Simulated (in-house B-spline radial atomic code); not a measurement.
Values are calculated unless marked as measured or tabulated.
## Ghost states of the separable form: Ta

Ta, [Xe] 4f14 5d3 6s2, non-relativistic PBE (a model for so heavy an element), spherical and spin-unpolarised, from a B-spline radial code for spherical atoms (atomic units; all potentials screened as in the neutral atom).

Troullier-Martins channels: 6s (ε = -0.1689, r_c = 2.672 bohr), 5d (ε = -0.1752, r_c = 1.354 bohr), 4f (ε = -1.1895, r_c = 1.225 bohr). In the Kleinman-Bylander form one channel serves as the local potential, and each other channel l becomes |δV u><u δV|/<u|δV|u>, with δV = V_l − V_local and u the pseudo-orbital. Its strength is E_KB = <u|δV²|u>/<u|δV|u>. By the analysis of Gonze, Stumpf and Scheffler a spurious state lies below the reference level ε if E_KB > 0 and ε is above the second level of the local potential alone, or if E_KB < 0 and ε is above its first. The table's levels are those of angular momentum l in a sphere of 9 bohr, whose wall can lift a shallow ε a little above its free-atom value.

```
local  channel  <u δV u>  <u δV² u>        ε  first local level  second local level
    s        d   -1.6432     5.7909  -0.1751             0.0654              0.3144
    s        f   -24.643      855.3  -1.1895             0.1962              0.4952
    d        s   0.16984    0.41775  -0.1675            -3.4353             -0.5672
    d        f   -18.533     562.61  -1.1895             0.1920              0.4599
    f        s   0.19926      1.613  -0.1675           -41.2489            -13.5863
    f        d   0.28518      4.953  -0.1751           -13.8856             -0.1428
```

Question: Apply the rule to each row.

Answer: Local s, channel d: E_KB = -3.52, so ε = -0.1751 is set against 0.0654: no ghost. Local s, channel f: E_KB = -34.7, so ε = -1.1895 is set against 0.1962: no ghost. Local d, channel s: E_KB = +2.46, so ε = -0.1675 is set against -0.5672: a ghost. Local d, channel f: E_KB = -30.4, so ε = -1.1895 is set against 0.1920: no ghost. Local f, channel s: E_KB = +8.1, so ε = -0.1675 is set against -13.5863: a ghost. Local f, channel d: E_KB = +17.4, so ε = -0.1751 is set against -0.1428: no ghost.

Diagonalising the separable Hamiltonian gives:

| local | channel | three lowest levels | all-electron, two lowest valence levels |
| --- | --- | --- | --- |
| s | d | -0.1751, 0.1182, 0.4315 | -0.1751, 0.1162 |
| s | f | -1.1895, 0.1964, 0.4967 | -1.1895, 0.1927 |
| d | s | -2.1714, -0.1675, 0.1159 | -0.1675, 0.1171 |
| d | f | -1.1895, 0.1930, 0.4688 | -1.1895, 0.1927 |
| f | s | -37.0130, -11.6181, -0.1675 | -0.1675, 0.1171 |
| f | d | -0.1751, 0.1161, 0.4180 | -0.1751, 0.1162 |

Question: Which choices of local channel are safe?

Answer: Free of ghosts: s. With d local the s channel has a ghost 2.00 hartree below ε, since the local potential binds more than one state below ε, and a repulsive term of rank one raises each level at most to the next, so it clears only one of them. With f local the s channel has two ghosts, the lowest 36.85 hartree below ε, since the local potential binds more than one state below ε, and a repulsive term of rank one raises each level at most to the next, so it clears only one of them. Among the safe choices the second level, which tests transfer, is off by at most 3.7 millihartree (s local).
